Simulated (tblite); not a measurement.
Species: C₅H₈F₂Si.
Atom-mapped SMILES: `[F:1][CH:2]([F:3])[SiH:4]1[CH2:5][CH:6]=[CH:7][CH2:8]1` (hydrogens: H9 on C2; H10 on Si4; H11, H12 on C5; H13 on C6; H14 on C7; H15, H16 on C8)

Computed with GFN2-xTB (tblite), gas phase: L-BFGS steps from a force-field or distance-geometry start until the largest atomic force falls under 0.01 eV/Å.

Step 6: E = -705.7371 eV
```
atom  x, y, z in Å  |  force x, y, z in eV/Å
F1      2.9954   -0.6898    0.8071   -0.044   0.049   0.024
C2      2.2187   -0.0656   -0.1266    0.250  -0.095  -0.047
F3      2.9577    0.9864   -0.5778   -0.005   0.082   0.042
Si4     0.5355    0.5138    0.6268    0.097   0.058   0.039
C5     -0.5934    1.1459   -0.7629    0.079   0.081   0.038
C6     -1.7294    0.1678   -0.7590   -0.012   0.085  -0.099
C7     -1.7018   -0.8512    0.0771   -0.015  -0.120   0.085
C8     -0.5394   -1.0028    1.0109    0.089   0.072   0.078
H9      2.1395   -0.7645   -0.9731   -0.066  -0.023  -0.003
H10     0.7357    1.4381    1.7445    0.108  -0.026  -0.040
H11    -0.9558    2.1504   -0.5582   -0.130   0.084  -0.034
H12    -0.1224    1.1920   -1.7456   -0.020  -0.043  -0.038
H13    -2.5406    0.3283   -1.4481   -0.094   0.014  -0.087
H14    -2.4871   -1.5868    0.1220   -0.087  -0.066  -0.005
H15    -0.8781   -0.9926    2.0433   -0.147  -0.070   0.105
H16    -0.0420   -1.9604    0.8671   -0.003  -0.083  -0.059
```

Step 7: E = -705.7426 eV
```
atom  x, y, z in Å  |  force x, y, z in eV/Å
F1      2.9983   -0.6893    0.8050    0.014   0.005   0.102
C2      2.2233   -0.0662   -0.1263    0.142  -0.045  -0.027
F3      2.9606    0.9844   -0.5782    0.037   0.151   0.025
Si4     0.5394    0.5161    0.6292    0.019   0.042   0.032
C5     -0.5932    1.1492   -0.7620    0.023   0.065   0.019
C6     -1.7294    0.1691   -0.7590   -0.008  -0.007  -0.025
C7     -1.7025   -0.8518    0.0784    0.003  -0.018   0.016
C8     -0.5395   -1.0022    1.0142    0.044   0.023   0.074
H9      2.1449   -0.7622   -0.9713   -0.091  -0.089  -0.074
H10     0.7464    1.4415    1.7476    0.095  -0.053  -0.072
H11    -0.9651    2.1539   -0.5681   -0.082   0.045   0.010
H12    -0.1283    1.1941   -1.7484    0.009  -0.057  -0.007
H13    -2.5402    0.3294   -1.4504   -0.063   0.005  -0.056
H14    -2.4877   -1.5891    0.1234   -0.057  -0.032  -0.011
H15    -0.8877   -1.0034    2.0456   -0.089  -0.021   0.052
H16    -0.0469   -1.9644    0.8678    0.003  -0.014  -0.057
```

Step 8: E = -705.7456 eV
```
atom  x, y, z in Å  |  force x, y, z in eV/Å
F1      3.0001   -0.6889    0.8059    0.046  -0.010   0.108
C2      2.2282   -0.0672   -0.1267    0.039   0.005  -0.016
F3      2.9627    0.9861   -0.5778    0.046   0.127   0.022
Si4     0.5424    0.5179    0.6306   -0.024   0.003  -0.002
C5     -0.5928    1.1522   -0.7611   -0.034   0.029   0.001
C6     -1.7296    0.1696   -0.7595   -0.006  -0.051   0.022
C7     -1.7028   -0.8524    0.0792    0.009   0.043  -0.025
C8     -0.5388   -1.0017    1.0174   -0.015  -0.012   0.043
H9      2.1459   -0.7627   -0.9716   -0.067  -0.086  -0.074
H10     0.7539    1.4424    1.7481    0.093  -0.047  -0.065
H11    -0.9716    2.1567   -0.5731   -0.042   0.011   0.026
H12    -0.1311    1.1941   -1.7500    0.020  -0.051   0.020
H13    -2.5413    0.3300   -1.4527   -0.014  -0.006  -0.014
H14    -2.4891   -1.5910    0.1239   -0.011   0.006  -0.013
H15    -0.8945   -1.0094    2.0479   -0.041   0.003   0.009
H16    -0.0494   -1.9667    0.8670    0.003   0.038  -0.041
```

**Question.** Estimate the geometry and energy of step 9. (The exact step hangs on the optimiser's Hessian estimate; all steps are aligned on step 8, rigid shifts and turns removed.)

**Answer.** E = -705.7474 eV, largest force 0.107 eV/Å
```
atom  x, y, z in Å  |  force x, y, z in eV/Å
F1      3.0017   -0.6887    0.8084    0.040   0.004   0.060
C2      2.2321   -0.0678   -0.1275   -0.020   0.026  -0.007
F3      2.9645    0.9894   -0.5769    0.030   0.056   0.030
Si4     0.5438    0.5188    0.6311   -0.034  -0.031  -0.034
C5     -0.5931    1.1543   -0.7606   -0.062  -0.005  -0.006
C6     -1.7298    0.1694   -0.7598   -0.007  -0.047   0.031
C7     -1.7029   -0.8525    0.0797    0.003   0.052  -0.031
C8     -0.5386   -1.0014    1.0199   -0.051  -0.018   0.007
H9      2.1450   -0.7645   -0.9730   -0.023  -0.042  -0.031
H10     0.7596    1.4419    1.7470    0.092  -0.030  -0.045
H11    -0.9759    2.1585   -0.5751   -0.018  -0.011   0.026
H12    -0.1321    1.1929   -1.7504    0.019  -0.038   0.037
H13    -2.5422    0.3302   -1.4542    0.019  -0.016   0.014
H14    -2.4901   -1.5918    0.1238    0.020   0.031  -0.013
H15    -0.8990   -1.0124    2.0495   -0.012   0.011  -0.013
H16    -0.0505   -1.9672    0.8657    0.003   0.060  -0.025
```

The energy changes by -0.0017 eV. The first-order estimate −F·Δx gives -0.0025 eV and the mean of the old and new forces, exact on a quadratic surface, -0.0017 eV. The step makes an angle of 48° with the force vector and moves no atom by more than 0.006 Å.

What follows is the cost of the whole relaxation. The run took 0.2 s of wall time on one thread of an Arm Neoverse V2, shared host with 32 logical CPUs at a one-minute load of 25.
